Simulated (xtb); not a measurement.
disilicic acid (H$_{6}$O$_{7}$Si$_{2}$), singlet, from a rough starting geometry; GFN2-xTB in xtb 6.7.1.

Here is a job for xtb.
```
$ xtb mol.xyz --gfn 2 --opt vtight --json

# file mol.xyz
15

O      2.84279308     0.40257459     0.63803107
Si     1.45289401    -0.40735518     0.34055732
O      1.63410613    -1.36814880    -0.94101320
O      1.07083750    -1.39506210     1.58945227
O      0.32109113     0.66263542     0.04664437
Si    -1.30573945     0.52253319    -0.29807960
O     -1.74894969     1.81412143    -1.13221951
O     -1.52874316    -0.86172532    -1.17252923
O     -2.26284977     0.39115859     1.03254064
H      3.09952399     0.94002662    -0.04441720
H      0.86666641    -1.74715590    -1.30358325
H      1.14641150    -0.98457361     2.51779254
H     -1.14614746     2.15967618    -1.82135948
H     -2.33709652    -1.26702989    -0.95563712
H     -2.26075727     1.21261926     1.58377562
```

It wrote (shortened):

```
   ID    Z sym.   atoms
    1    8 O      1, 3-5, 7-9
    2   14 Si     2, 6
    3    1 H      10-15

           -------------------------------------------------
          |                Calculation Setup                |
           -------------------------------------------------

molecular fragmentation (1/2 indicates fragments):
111111112111112
# atoms in fragment 1/2:    13     2
 fragment masses (1/2) :      157.21       17.01
CMA distance (Bohr)    :   5.405
constraining FC (au)   :  0.0500

           -------------------------------------------------
          |                 G F N 2 - x T B                 |
           -------------------------------------------------

          ...................................................
          :                      SETUP                      :
          :.................................................:
          :  # basis functions                  54          :
          :  # atomic orbitals                  52          :
          :  # shells                           26          :
          :  # electrons                        56          :
          :  max. iterations                   250          :
          :  Hamiltonian                  GFN2-xTB          :
          :  restarted?                      false          :
          :  GBSA solvation                  false          :
          :  PC potential                    false          :
          :  electronic temp.          300.0000000     K    :
          :  accuracy                    1.0000000          :
          :  -> integral cutoff          0.2500000E+02      :
          :  -> integral neglect         0.1000000E-07      :
          :  -> SCF convergence          0.1000000E-05 Eh   :
          :  -> wf. convergence          0.1000000E-03 e    :
          :  Broyden damping             0.4000000          :
          :  net charge                          0          :
          :  unpaired electrons                  0          :
          ...................................................

 iter      E             dE          RMSdq      gap      omega  full diag
   1    -35.5063933 -0.355064E+02  0.749E+00   10.80       0.0  T
   2    -35.5749390 -0.685457E-01  0.426E+00    9.66       1.0  T
   3    -35.5802714 -0.533237E-02  0.107E+00    9.55       1.0  T
   4    -35.5829624 -0.269098E-02  0.617E-01    9.27       1.0  T
   5    -35.5833788 -0.416385E-03  0.235E-01    9.54       1.0  T
   6    -35.5841334 -0.754636E-03  0.118E-01    9.39       1.0  T
   7    -35.5842042 -0.708169E-04  0.394E-02    9.42       1.0  T
   8    -35.5841927  0.115408E-04  0.364E-02    9.43       1.0  T
   9    -35.5842110 -0.183087E-04  0.321E-03    9.42       8.1  T
  10    -35.5842110 -0.241189E-07  0.129E-03    9.42      20.0  T
  11    -35.5842110 -0.336819E-08  0.334E-04    9.42      77.2  T
  12    -35.5842110 -0.297511E-09  0.249E-04    9.42     103.8  T

   *** convergence criteria satisfied after 12 iterations ***

         :::::::::::::::::::::::::::::::::::::::::::::::::::::
         ::                     SUMMARY                     ::
         :::::::::::::::::::::::::::::::::::::::::::::::::::::
         :: total energy             -35.369181730814 Eh    ::
         :: gradient norm              0.148850182454 Eh/a0 ::
         :: HOMO-LUMO gap              9.417310637736 eV    ::
         ::.................................................::
         :: SCC energy               -35.584151687456 Eh    ::
         :: -> isotropic ES            0.209788802507 Eh    ::
         :: -> anisotropic ES         -0.015418522324 Eh    ::
         :: -> anisotropic XC         -0.004023081846 Eh    ::
         :: -> dispersion             -0.011322402643 Eh    ::
         :: repulsion energy           0.214969956642 Eh    ::
         :: add. restraining           0.000000000000 Eh    ::
         :: total charge              -0.000000000000 e     ::
         :::::::::::::::::::::::::::::::::::::::::::::::::::::

[...]
 * total energy  :   -35.3838536 Eh     change       -0.2211421E-05 Eh
 * total energy  :   -35.3838547 Eh     change       -0.1045744E-05 Eh
 * total energy  :   -35.3838553 Eh     change       -0.6919416E-06 Eh
 * total energy  :   -35.3838560 Eh     change       -0.6107350E-06 Eh
 * total energy  :   -35.3838565 Eh     change       -0.5098833E-06 Eh
 * total energy  :   -35.3838569 Eh     change       -0.4621009E-06 Eh
 * total energy  :   -35.3838574 Eh     change       -0.4545112E-06 Eh
 * total energy  :   -35.3838578 Eh     change       -0.3753488E-06 Eh
 * total energy  :   -35.3838580 Eh     change       -0.2478461E-06 Eh
 * total energy  :   -35.3838582 Eh     change       -0.1578537E-06 Eh
 * total energy  :   -35.3838583 Eh     change       -0.1090208E-06 Eh
 * total energy  :   -35.3838584 Eh     change       -0.8835361E-07 Eh
   *** GEOMETRY OPTIMIZATION CONVERGED AFTER 41 ITERATIONS ***
         :: total energy             -35.383858357884 Eh    ::
[...]
        35                          0.0326349               0.8880
        36                          0.0964687               2.6250
        37                          0.1120311               3.0485
        38                          0.1245524               3.3892
        39                          0.1483187               4.0360
       ...                                ...                  ...
        52                          0.9764346              26.5701
      -------------------------------------------------------------
                  HL-Gap            0.3592068 Eh            9.7745 eV
             Fermi-level           -0.2652940 Eh           -7.2190 eV

     #   Z          covCN         q      C6AA      α(0)
     1   8 O        1.576    -0.478    22.480     6.398
     2  14 Si       3.319     0.715   110.847    21.232
     3   8 O        1.576    -0.470    22.313     6.374
     4   8 O        1.576    -0.465    22.203     6.358
     5   8 O        1.539    -0.476    22.469     6.395
     6  14 Si       3.314     0.716   111.540    21.333
     7   8 O        1.576    -0.490    22.720     6.432
     8   8 O        1.576    -0.502    22.993     6.470
     9   8 O        1.576    -0.477    22.460     6.395
    10   1 H        0.812     0.318     0.667     1.282
    11   1 H        0.816     0.331     0.633     1.249
    12   1 H        0.812     0.322     0.656     1.272
    13   1 H        0.811     0.318     0.669     1.284
    14   1 H        0.812     0.320     0.663     1.278
    15   1 H        0.812     0.319     0.665     1.280

 Mol. C6AA /au·bohr⁶  :       3381.131667
 Mol. C8AA /au·bohr⁸  :     114282.092358
 Mol. α(0) /au        :         95.032606

Wiberg/Mayer (AO) data.
largest (>0.10) Wiberg bond orders for each atom

 ---------------------------------------------------------------------------
     #   Z sym  total        # sym  WBO       # sym  WBO       # sym  WBO
 ---------------------------------------------------------------------------
     1   8 O    2.154 --     2 Si   1.133    10 H    0.885
     2  14 Si   4.409 --     3 O    1.167     4 O    1.155     1 O    1.133
                             5 O    0.945
     3   8 O    2.174 --     2 Si   1.167    11 H    0.868
     4   8 O    2.173 --     2 Si   1.155    12 H    0.881
     5   8 O    2.267 --     6 Si   1.063     2 Si   0.945
     6  14 Si   4.407 --     9 O    1.135     7 O    1.109     8 O    1.095
                             5 O    1.063
     7   8 O    2.140 --     6 Si   1.109    13 H    0.885
     8   8 O    2.127 --     6 Si   1.095    14 H    0.884
     9   8 O    2.160 --     6 Si   1.135    15 H    0.884
    10   1 H    0.899 --     1 O    0.885
    11   1 H    0.891 --     3 O    0.868
    12   1 H    0.896 --     4 O    0.881
    13   1 H    0.899 --     7 O    0.885
    14   1 H    0.898 --     8 O    0.884
    15   1 H    0.898 --     9 O    0.884
 ---------------------------------------------------------------------------

Topologies differ in total number of bonds
Writing topology from bond orders to xtbtopo.mol

molecular dipole:
                 x           y           z       tot (Debye)
 q only:       -0.332       0.513      -0.179
   full:       -0.516       0.815      -0.266       2.545
molecular quadrupole (traceless):
                xx          xy          yy          xz          yz          zz
 q only:       -2.731       5.072      -2.482      -0.810       0.867       5.214
  q+dip:       -5.583       7.936      -2.149      -1.780       1.425       7.732
   full:       -4.200       7.671      -3.155      -1.260       1.512       7.355

optimized geometry written to: xtbopt.xyz

           -------------------------------------------------
          | TOTAL ENERGY              -35.383858357884 Eh   |
          | GRADIENT NORM               0.000088674163 Eh/α |
          | HOMO-LUMO GAP               9.774513911326 eV   |
           -------------------------------------------------

normal termination of xtb
```
